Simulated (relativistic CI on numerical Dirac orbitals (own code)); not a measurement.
# Spin-orbit doublets in the photoemission of germanium

Problem. Photoelectron lines from p, d and f shells are doublets, and peak fits need their splitting and area ratio. Find both for the 3d line of germanium, from the calculated spin-orbit constant ζ(3d) = 0.2226 eV of the closed-shell ion Ge⁴⁺ with one hole. Is the doublet resolved if instrument, lifetime and solid give each line a width of 1.5 eV (assumed)?

Working.
1. One hole with l = 2 gives j = 5/2 and j = 3/2. For a hole the level of higher j has the lower binding energy.
2. The splitting is (l + ½)ζ = 2.5 × 0.2226 = 0.5565 eV.
3. The areas follow 2j + 1: 6 : 4, so the weaker line has 0.667 of the stronger one's area, if the radial matrix elements are equal.
4. Splitting over width is 0.37: one asymmetric peak, so the fit must fix the splitting and the ratio.

Check. The difference of tabulated binding energies of the element (M4 less M5; Elam, Ravel and Sieber, Radiat. Phys. Chem. 63, 121 (2002), rounded to 0.1 eV or more) is 0.6 eV.

All doublets of Ge⁴⁺, calculated as differences of Dirac-Coulomb-Breit total energies with one hole (eV):

```json
{"Shell": "2p", "Calculated": "31.33", "Without Breit and QED": "31.93", "Tabulated, element": "31.1"}
{"Shell": "3p", "Calculated": "4.319", "Without Breit and QED": "4.404", "Tabulated, element": "4.1"}
{"Shell": "3d", "Calculated": "0.5586", "Without Breit and QED": "0.5918", "Tabulated, element": "0.6"}
```

The Breit and QED terms lower the splittings by 1.9 to 5.6 %.
